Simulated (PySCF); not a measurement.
Solvent effects on NMR parameters

Atoms are numbered as in `[CH2:1]1[CH2:2][CH2:3][CH:4]([CH:5]2[CH2:6][CH2:7]2)[CH2:8][CH2:9]1` (H(Xn): hydrogen on atom n). Ha(C6), Ha(C7) are cis to C4 on the ring; Ha(C1), Ha(C2), Ha(C3), Ha(C8), Ha(C9) are cis to C5 on the ring; Hb(C6), Hb(C7) are trans to C4 on the ring; Hb(C1), Hb(C2), Hb(C3), Hb(C8), Hb(C9) are trans to C5 on the ring.

GIAO PBE0/pcSseg-1 in PySCF on one PBE0-D3(BJ)/def2-SVP conformer, non-relativistic, equivalent nuclei averaged. Solvents enter as an IEF-PCM continuum (dichloromethane with ε = 8.9, acetonitrile with ε = 35.7) around the gas-phase geometry. Shifts are referred to TMS computed in the same medium.

Gas phase, δ in ppm: C4 42.2, C3/C8 32.8, C1 29.3, C2/C9 24.0, C5 13.3, C6/C7 6.4, Ha(C3)/Ha(C8) 1.64, Ha(C1) 1.62, Ha(C2)/Ha(C9) 1.51, Hb(C2)/Hb(C9) 1.38, Hb(C3)/Hb(C8) 1.34, Hb(C1) 1.16, H(C5) 0.97, Hb(C6)/Hb(C7) 0.48. Dipole moment 0.11 D.

(1) How does each δ change in the continuum?

(2) Which of the listed nuclei move most (in ppm), and what does the model miss?

## Answers

(1) 
```
        atoms                               environment  Δδ, dichloromethane  Δδ, acetonitrile
           C4                          sp3 CH in a ring                 +0.4              +0.4
        C3/C8                         sp3 CH2 in a ring                 +0.6              +0.7
           C1                         sp3 CH2 in a ring                 +0.4              +0.5
        C2/C9                         sp3 CH2 in a ring                 +0.3              +0.4
           C5                three-membered-ring carbon                 +0.6              +0.7
        C6/C7                three-membered-ring carbon                 -0.1              -0.1
Ha(C3)/Ha(C8)          hydrogen on an sp3 CH2 in a ring                -0.06             -0.08
       Ha(C1)          hydrogen on an sp3 CH2 in a ring                -0.02             -0.02
Ha(C2)/Ha(C9)          hydrogen on an sp3 CH2 in a ring                +0.03             +0.03
Hb(C2)/Hb(C9)          hydrogen on an sp3 CH2 in a ring                -0.02             -0.03
Hb(C3)/Hb(C8)          hydrogen on an sp3 CH2 in a ring                +0.03             +0.04
       Hb(C1)          hydrogen on an sp3 CH2 in a ring                +0.01             +0.02
        H(C5)  hydrogen on a three-membered-ring carbon                +0.10             +0.12
Hb(C6)/Hb(C7)  hydrogen on a three-membered-ring carbon                +0.01             +0.01
```

Changes are relative to the gas phase. The dipole moment becomes 0.15 D in dichloromethane, 0.16 D in acetonitrile.

(2) C3/C8 (sp3 CH2 in a ring, +0.7 ppm) and C5 (three-membered-ring carbon, +0.7 ppm) in acetonitrile. A continuum only polarises the solute; specific hydrogen bonds, the anisotropy of aromatic solvents and changes of geometry or conformer are outside it.
